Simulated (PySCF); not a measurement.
# How the method changes the constants of WF

State: ⁶Σ⁺ (sextet), unpaired electrons σ ↑, π ↑↑, δ ↑↑. Set-up: PySCF, scalar-relativistic core potentials, basis sets W def2-TZVPPD with ECP60, F def2-TZVPPD. De refers to W (5d4 6s2) + F in their high-spin ground configurations, without counterpoise correction. The functionals are run spin-unrestricted. A positive dipole means W(−)F(+).

```csv
Level,Re (Å),ωe (cm⁻¹),De (eV),μ (D),"CPU s a point (SCF and correlation, without the integrals)"
UHF,1.917,622,n/a,-3.19,3
UHF-MP2,1.894,641,n/a,n/a,5.1
UHF-SCS-MP2,1.903,632,n/a,n/a,n/a
UHF-CCSD,1.901,639,n/a,n/a,n/a
UHF-CCSD(T),1.901,637,n/a,n/a,270
PBE,1.901,622,n/a,-2.40,2.4
r²SCAN,1.896,635,n/a,-2.53,3.2
M06-L,1.906,622,n/a,-2.77,3.9
B3LYP,1.905,624,n/a,-2.74,4.5
PBE0,1.891,639,n/a,-2.69,5.2
r²SCAN0,1.891,644,n/a,-2.81,5.2
B97-3,1.900,626,n/a,-2.69,4
HSE06,1.895,636,n/a,-2.72,5.3
BHandHLYP,1.900,638,n/a,-3.04,3.7
```

The bond length runs from 1.891 Å (r²SCAN0) to 1.917 Å (UHF).

Correlated steps freeze 1 core orbital. De is left out where the level can put another filling of the metal’s s and d shells below the measured ground configuration, by anything from nothing to about 1 eV. Spin–orbit coupling is left out, which matters for elements this heavy, above all for dissociation energies. With d or f electrons several states lie close, and the lowest PBE0 determinant need not be the measured ground state.

The whole job (state search and all levels along the bond) took about 27 min on 2 threads of Intel Xeon Platinum 8259CL @ 2.50GHz (shared host), peak memory 4.5 GiB.
